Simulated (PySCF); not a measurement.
C3H9ClGe, SMILES [Ge]([CH3])([CH3])([Cl])[CH3].

The structure is a stationary point at B3LYP-D3(BJ)/def2-SVP. The isomer is the one that the SMILES or the coordinates give; other isomers of the formula were not compared.

All values below come from B3LYP-D3(BJ)/def2-SVP (PySCF).

Frequencies are harmonic and unscaled.

Modes within 1.5 cm⁻¹ of each other (mostly degenerate sets) share a row, with their intensities summed.

Q: List the normal modes with their intensities. (The exact figures need the calculation; the answer reports its results.)

A: 
```csv
mode,ν (cm⁻¹),IR (km/mol),moving atoms (share of kinetic energy)
1,113,0.0,H 100 %
2–3,124,0.1,H 98 %
4–5,153,1.6,"C 50 %, H 27 %, Cl 21 %"
6–8,178,11.6,"C 43 %, H 33 %, Ge 16 %"
9,392,46.4,"Cl 69 %, Ge 27 %"
10,565,11.2,"C 74 %, H 20 %"
11–12,611,51.8,"C 60 %, H 20 %, Ge 20 %"
13,712,0.0,"H 86 %, C 14 %"
14–15,757,32.1,"H 80 %, C 18 %"
16,839,83.7,"H 74 %, C 22 %"
17–18,842,86.2,"H 76 %, C 22 %"
19–20,1254,22.0,"H 80 %, C 20 %"
21,1263,1.8,"H 82 %, C 18 %"
22,1424,0.0,H 95 %
23–24,1431,0.3,H 95 %
25–26,1435,8.0,H 96 %
27,1446,8.0,H 96 %
28–29,3037,10.0,H 97 %
30,3039,5.2,H 97 %
31–33,3135,15.0,"H 91 %, C 9 %"
34–36,3149,9.6,"H 90 %, C 10 %"
```
